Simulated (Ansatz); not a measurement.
Abridged output of a molecular run in Ansatz:

```
Functional definition: HF
1923 factors; integrals over basis functions are off by at most 1.3e-3 eV
mean field evaluation 1: about -13779.8205 eV, gradient 5.1e1 eV
mean field evaluation 2: about -13780.0576 eV, gradient 5.1e1 eV
mean field evaluation 4: about -13786.3563 eV, gradient 6.1e0 eV
mean field evaluation 8: about -13786.4690 eV, gradient 4.2e-1 eV
mean field -13786.46983388 eV, -506.6434215903 hartree, gradient 1.2e-6 eV, S^2 0.000000; 0 other end points of the search recorded, 0 dependent functions left out
10 core orbitals not correlated: weight in the atoms' cores, before any rotation towards them, 1.000 or more for the frozen orbitals, at most 0.000 for the correlated occupied ones
reference -13786.46983388 eV, -506.6434215903 hartree; 28, 28 occupied and 152, 152 virtual orbitals, 1923 factors
second order -39.16703117 eV of doubles, -0.00000000 eV of singles
cycle   1  -39.83775601 eV  change   -6.7e-1 eV  update   1.6e-1
cycle   2  -40.84190849 eV  change    -1.0e0 eV  update   4.8e-2
cycle   3  -41.11747959 eV  change   -2.8e-1 eV  update   3.0e-2
cycle   4  -41.12040600 eV  change   -2.9e-3 eV  update   9.8e-3
cycle   5  -41.11066094 eV  change    9.7e-3 eV  update   5.6e-3
cycle   6  -41.11149264 eV  change   -8.3e-4 eV  update   1.9e-3
cycle   7  -41.11155563 eV  change   -6.3e-5 eV  update   8.3e-4
cycle   8  -41.11125849 eV  change    3.0e-4 eV  update   3.1e-4
cycle   9  -41.11137967 eV  change   -1.2e-4 eV  update   1.3e-4
cycle  10  -41.11150121 eV  change   -1.2e-4 eV  update   7.0e-5
cycle  11  -41.11142952 eV  change    7.2e-5 eV  update   3.5e-5
cycle  12  -41.11145121 eV  change   -2.2e-5 eV  update   1.6e-5
perturbative correction -1.32377861 eV, -0.0486479666 hartree
Total energy: -13828.90506370 eV, -508.2028875225 hartree
```

Its atoms:

```xyz
20

C    -0.512    2.106    1.840
C    -0.167    1.012    0.895
C     0.161   -0.267    1.328
C     0.303   -1.272    0.379
C     0.477   -2.699    0.754
O     0.256   -1.033   -0.874
B     0.360    0.394   -1.416
C    -0.442    0.535   -2.772
F     1.710    0.684   -1.471
O    -0.227    1.314   -0.344
H     0.224    2.907    1.735
H    -0.532    1.764    2.873
H    -1.483    2.525    1.569
H     0.193   -0.498    2.381
H     0.419   -2.850    1.830
H     1.448   -3.044    0.389
H    -0.285   -3.300    0.253
H    -0.374    1.557   -3.154
H    -1.502    0.291   -2.658
H    -0.027   -0.129   -3.535
```

Which basis set was used?
A. cc-pV(Q+d)Z
B. def2-SVPD
C. def2-TZVPPD
D. def2-SVP

D. It gives 190 functions.

Write the keys of the input that set method, charge and spin (a neutral closed shell needs none for the last two).


```yaml
correlation: {method: ccsd_t}
```
